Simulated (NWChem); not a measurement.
Everything below was run with NWChem. System: Mg, charge 1, spin multiplicity 4. Its SCF solution wasn't tested for a lower state.

The NWChem input:

```
start mol
memory heap 200 mb stack 900 mb global 1100 mb
charge 1
geometry units angstroms nocenter noautoz
  Mg     0.000000     0.000000     0.000000
  symmetry group D2h
end
basis spherical
  * library def2-tzvp
end
dft
  xc hfexch 0.53 becke88 0.47 lyp 0.73 mp2 0.27
  dftmp2
  odft
  mult 4
  semidirect memsize 60000000 filesize 0
  iterations 100
end
mp2
  freeze core 5
end
task dft energy
```

The output up to the point where the run's verdict is printed (cleaned and shortened):

```
             Northwest Computational Chemistry Package (NWChem) 7.3.0
             --------------------------------------------------------

                                NWChem Input Module
                                -------------------

 Scaling coordinates for geometry "geometry" by  1.889725989
 (inverse scale =  0.529177249)

                             Geometry "geometry" -> ""
                             -------------------------

 Output coordinates in angstroms (scale by  1.889725989 to convert to a.u.)

  No.       Tag          Charge          X              Y              Z
 ---- ---------------- ---------- -------------- -------------- --------------
    1 Mg                  12.0000     0.00000000     0.00000000     0.00000000

 Effective nuclear repulsion energy (a.u.)       0.0000000000

            Nuclear Dipole moment (a.u.)
            ----------------------------
        X                 Y               Z
 ---------------- ---------------- ----------------
     0.0000000000     0.0000000000     0.0000000000

      Symmetry information
      --------------------

 Group name             D2h
 Group number             26
 Group order               8
 No. of unique centers     1

      Symmetry unique atoms

     1


 Summary of "ao basis" -> "" (spherical)
 ------------------------------------------------------------------------------
       Tag                 Description            Shells   Functions and Types
 ---------------- ------------------------------  ------  ---------------------
 *                         def2-tzvp                  on all atoms

  dft_input: which_mp2 not specified, using semidirect MP2 by default.

                                 NWChem DFT Module
                                 -----------------

 Summary of "ao basis" -> "ao basis" (spherical)
 ------------------------------------------------------------------------------
       Tag                 Description            Shells   Functions and Types
 ---------------- ------------------------------  ------  ---------------------
 Mg                        def2-tzvp                12       32   5s4p3d
[...]
   Bfn.  Coefficient  Atom+Function         Bfn.  Coefficient  Atom+Function
  ----- ------------  ---------------      ----- ------------  ---------------
     5      1.860729  1 Mg s                  4     -1.573009  1 Mg s
     3      0.174751  1 Mg s                  2     -0.071451  1 Mg s
     1     -0.027708  1 Mg s

                     DFT Final Beta Molecular Orbital Analysis
                     -----------------------------------------

 Vector    2  Occ=1.000000D+00  E=-4.201766D+00  Symmetry=ag
              MO Center=  5.5D-18, -1.9D-18, -4.0D-17, r^2= 1.5D-01
   Bfn.  Coefficient  Atom+Function         Bfn.  Coefficient  Atom+Function
  ----- ------------  ---------------      ----- ------------  ---------------
     3      0.662243  1 Mg s                  2     -0.410340  1 Mg s
     1     -0.260778  1 Mg s

 Vector    3  Occ=1.000000D+00  E=-2.964228D+00  Symmetry=b1u
              MO Center= -1.0D-17, -1.9D-17,  1.2D-16, r^2= 1.5D-01
   Bfn.  Coefficient  Atom+Function         Bfn.  Coefficient  Atom+Function
  ----- ------------  ---------------      ----- ------------  ---------------
     8      0.908009  1 Mg pz                11      0.154577  1 Mg pz

 Vector    4  Occ=1.000000D+00  E=-2.948954D+00  Symmetry=b3u
              MO Center=  1.1D-15,  6.5D-18,  1.7D-17, r^2= 1.5D-01
   Bfn.  Coefficient  Atom+Function         Bfn.  Coefficient  Atom+Function
  ----- ------------  ---------------      ----- ------------  ---------------
     6      0.909562  1 Mg px                 9      0.152434  1 Mg px

 Vector    5  Occ=0.000000D+00  E=-2.269112D+00  Symmetry=b2u
              MO Center=  7.8D-18, -1.9D-16,  2.8D-17, r^2= 1.7D-01
   Bfn.  Coefficient  Atom+Function         Bfn.  Coefficient  Atom+Function
  ----- ------------  ---------------      ----- ------------  ---------------
     7      0.864586  1 Mg py                10      0.219944  1 Mg py

 Vector    6  Occ=0.000000D+00  E=-4.008332D-01  Symmetry=ag
              MO Center= -1.1D-15, -1.2D-15, -2.9D-17, r^2= 2.3D+00
   Bfn.  Coefficient  Atom+Function         Bfn.  Coefficient  Atom+Function
  ----- ------------  ---------------      ----- ------------  ---------------
     4      1.126515  1 Mg s                  3     -0.303275  1 Mg s
     2      0.143541  1 Mg s                  1      0.057033  1 Mg s
    27     -0.048355  1 Mg d  2               5     -0.043413  1 Mg s

 Vector    7  Occ=0.000000D+00  E=-2.381211D-01  Symmetry=b1u
              MO Center= -3.8D-16, -2.1D-15,  4.6D-15, r^2= 3.5D+00
   Bfn.  Coefficient  Atom+Function         Bfn.  Coefficient  Atom+Function
  ----- ------------  ---------------      ----- ------------  ---------------
    14      0.577747  1 Mg pz                17      0.525182  1 Mg pz
     8     -0.225507  1 Mg pz

   alpha - beta orbital overlaps
   -----------------------------

   alpha      1      2      3      4      5      6      7      8      9     10
    beta      1      2      5      4      3      6      9      8      7     10
 overlap   1.000  1.000  0.997  1.000  1.000  0.992  0.977  0.992  0.998  0.997

   alpha     11     12     13     14     15     16     17     18     19     20
    beta     13     14     15     11     12     18     17     16     21     20
 overlap   0.996  0.997  0.950  1.000  0.958  0.977  0.992  0.998  0.996  0.811

   alpha     21     22     23     24     25     26     27     28     29     30
    beta     19     22     23     26     24     25     27     32     30     31
 overlap   1.000  0.997  0.807  0.998  1.000  1.000  1.000  0.990  1.000  1.000

   alpha     31     32
    beta     29     28
 overlap   1.000  0.990

     --------------------------
     Expectation value of S2:
     --------------------------
      <S2> =      3.7507 (Exact =     3.7500)

                   NWChem MP2 Semi-direct Energy/Gradient Module
                   ---------------------------------------------
```

The program stopped with an error. NWChem stopped with the message: moints: bad map?.
